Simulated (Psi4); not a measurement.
dimethylamine (C2H7N), singlet, at a GFN2-xTB geometry; WB97X/6-31G run with Psi4.

Input for Psi4:
```
memory 2 GB

molecule mol {
0 1
C    -0.035698   -0.198129    1.208851
N    -0.011543    0.580847   -0.011457
C    -0.031279   -0.245558   -1.200238
H     0.794952   -0.917191    1.288671
H     0.001605    0.476314    2.062425
H    -0.972338   -0.755371    1.245980
H     0.817452    1.168720   -0.021510
H     0.799606   -0.967144   -1.248648
H     0.009203    0.394768   -2.079554
H    -0.967817   -0.803897   -1.218841
}

set {
  basis 6-31g
  reference rks
}

energy('wb97x')
print_variables()
```

Question: What does Psi4 print? Leave out banner, timings and long lists.

Answer: 
```
   => Loading Basis Set <=

    Name: 6-31G
    Role: ORBITAL
    Keyword: BASIS

         ---------------------------------------------------------
                                   SCF
               by Justin Turney, Rob Parrish, Andy Simmonett
                          and Daniel G. A. Smith
                              RKS Reference
         ---------------------------------------------------------

  ==> Geometry <==

    Molecular point group: c1
    Full point group: C1

    Geometry (in Angstrom), charge = 0, multiplicity = 1:

       Center              X                  Y                   Z               Mass
    ------------   -----------------  -----------------  -----------------  -----------------
         C           -0.025068961156    -0.229080626898     1.209479770036    12.000000000000
         N           -0.000913961156     0.549895373102    -0.010828229964    14.003074004430
         C           -0.020649961156    -0.276509626898    -1.199609229964    12.000000000000
         H            0.805581038844    -0.948142626898     1.289299770036     1.007825032230
         H            0.012234038844     0.445362373102     2.063053770036     1.007825032230
         H           -0.961708961156    -0.786322626898     1.246608770036     1.007825032230
         H            0.828081038844     1.137768373102    -0.020881229964     1.007825032230
         H            0.810235038844    -0.998095626898    -1.248019229964     1.007825032230
         H            0.019832038844     0.363816373102    -2.078925229964     1.007825032230
         H           -0.957187961156    -0.834848626898    -1.218212229964     1.007825032230

  Running in c1 symmetry.

  Rotational constants: A =      1.16138  B =      0.31509  C =      0.27818 [cm^-1]
  Rotational constants: A =  34817.43877  B =   9446.27418  C =   8339.63188 [MHz]
  Nuclear repulsion =   84.537541381771760

  Charge       = 0
  Multiplicity = 1
  Electrons    = 26
  Nalpha       = 13
  Nbeta        = 13

  ==> Algorithm <==

  SCF Algorithm Type is DF.
  DIIS enabled.
  MOM disabled.
  Fractional occupation disabled.
  Guess Type is SAD.
  Energy threshold   = 1.00e-06
  Density threshold  = 1.00e-06
  Integral threshold = 1.00e-12

  ==> Primary Basis <==

  Basis Set: 6-31G
    Blend: 6-31G
    Number of shells: 29
    Number of basis functions: 41
    Number of Cartesian functions: 41
    Spherical Harmonics?: false
    Max angular momentum: 1

  ==> DFT Potential <==

   => LibXC <=

[...]
   @DF-RKS iter   3:  -135.07820135079160   -6.64123e-02   1.00389e-03 ADIIS/DIIS
   @DF-RKS iter   4:  -135.07894193538121   -7.40585e-04   4.05803e-04 ADIIS/DIIS
   @DF-RKS iter   5:  -135.07909358867175   -1.51653e-04   3.41304e-05 DIIS
   @DF-RKS iter   6:  -135.07909531145924   -1.72279e-06   3.80405e-06 DIIS
   @DF-RKS iter   7:  -135.07909535039536   -3.89361e-08   5.86080e-07 DIIS
  Energy and wave function converged.

  ==> Post-Iterations <==

   Electrons on quadrature grid:
      Ntotal   =   25.9999833618 ; deviation = -1.664e-05

    Orbital Energies [Eh]
    ---------------------

    Doubly Occupied:

[...]
      13A     -0.305475

    Virtual:

[...]
      41A      1.767381

    Final Occupation by Irrep:
              A
    DOCC [    13 ]
    NA   [    13 ]
    NB   [    13 ]

  @DF-RKS Final Energy:  -135.07909535039536

   => Energetics <=

    Nuclear Repulsion Energy =             84.5375413817717600
    One-Electron Energy =                -348.1644279450056843
    Two-Electron Energy =                 142.4284974485409805
    DFT Exchange-Correlation Energy =     -13.8807062357024051
    Empirical Dispersion Energy =           0.0000000000000000
    VV10 Nonlocal Energy =                  0.0000000000000000
    Total Energy =                       -135.0790953503953631

Computation Completed

Properties will be evaluated at   0.000000,   0.000000,   0.000000 [a0]

Properties computed using the SCF density matrix

 Multipole Moments:

 ------------------------------------------------------------------------------------
     Multipole            Electronic (a.u.)      Nuclear  (a.u.)        Total (a.u.)
 ------------------------------------------------------------------------------------

 L = 1.  Multiply by 2.5417464519 to convert [e a0] to [Debye]
 Dipole X            :         -0.0624531            0.5222353            0.4597822
 Dipole Y            :          1.2787601           -1.5207312           -0.2419711
 Dipole Z            :         -0.0252895            0.0308971            0.0056076
 Magnitude           :                                                    0.5195971

 ------------------------------------------------------------------------------------

  Variable Map:
  ----------------------------------------------------------------------------
[...]
  Array Variable Map:
  ----------------------------------------------------------------------------
[...]
[...]
```
